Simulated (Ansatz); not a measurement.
`N=[CH][SnH3]` + H₂S → `[SH][SnH3]` + `C=N` at 400 K and 1 bar (ligand exchange at the Sn–C bond).

Calculated with Ansatz (gas phase, PBE0-D4/def2-TZVP geometries, no zero-point term in ΔE). CCSD(T)/CBS adds triple-zeta CCSD(T) − MP2 to the extrapolated MP2 energy (def2 sets, frozen cores). This one scheme is used for every species. def2 core potentials past Kr. For Sn outer-core shells are correlated without core-valence functions, which leaves a few kJ/mol of doubt a bond. Each species was taken in one conformer, which may not be the lowest.

```json
{"species": "`N=[CH][SnH3]`", "CCSD(T)/CBS energy (Eh)": "-309.72288", "H − E (kJ/mol)": "158.0", "S (J/(mol·K))": "343.7"}
{"species": "H₂S", "CCSD(T)/CBS energy (Eh)": "-398.97279", "H − E (kJ/mol)": "53.4", "S (J/(mol·K))": "215.9"}
{"species": "`[SH][SnH3]`", "CCSD(T)/CBS energy (Eh)": "-614.20548", "H − E (kJ/mol)": "99.8", "S (J/(mol·K))": "324.6"}
{"species": "`C=N`", "CCSD(T)/CBS energy (Eh)": "-94.52360", "H − E (kJ/mol)": "119.4", "S (J/(mol·K))": "238.9"}
```

H − E and S are ideal-gas, rigid-rotor, harmonic terms from PBE0-D4/def2-TZVP, for one conformer and one mirror image of each species. 1 Eh = 2625.50 kJ/mol, R = 8.31446 J/(mol·K).

Problem. By hand: ΔE, ΔH, ΔS and ΔG.

Solution. ΔE = (-614.20548) + (-94.52360) − (-309.72288) − (-398.97279) = -0.03341 Eh = -87.7 kJ/mol. Δ(H − E) = 99.8 + 119.4 − 158.0 − 53.4 = 7.8, so ΔH = -79.9 kJ/mol. ΔS = 324.6 + 238.9 − 343.7 − 215.9 = 3.9 J/(mol·K). ΔG = -79.9 − 400 × (3.9)/1000 = -81.5 kJ/mol.

Problem. By hand: the equilibrium constant, and the temperature at which ΔG would vanish if ΔH and ΔS stayed fixed.

Solution. log₁₀ K = −ΔG/(RT ln 10) = 10.6. ΔH and −TΔS have one sign here, so there is no such temperature.

The number of gas molecules stays the same, so ΔS is small and ΔH decides. A doubt of 5 kJ/mol in ΔE shifts log₁₀ K by 0.7 here. Other conformers and mirror images would add mixing entropy, several J/(mol·K) or more a flexible species. Modes under 60 cm⁻¹, often nearly free rotors, make the harmonic entropy too high. These are equilibria of isolated gas molecules and say nothing of rates. Largest T1 diagnostic: 0.014 (customary marks: 0.02 for closed shells, 0.045 for open ones).

ΔS is within the doubt of such terms, so its sign, and with it that verdict, could turn.
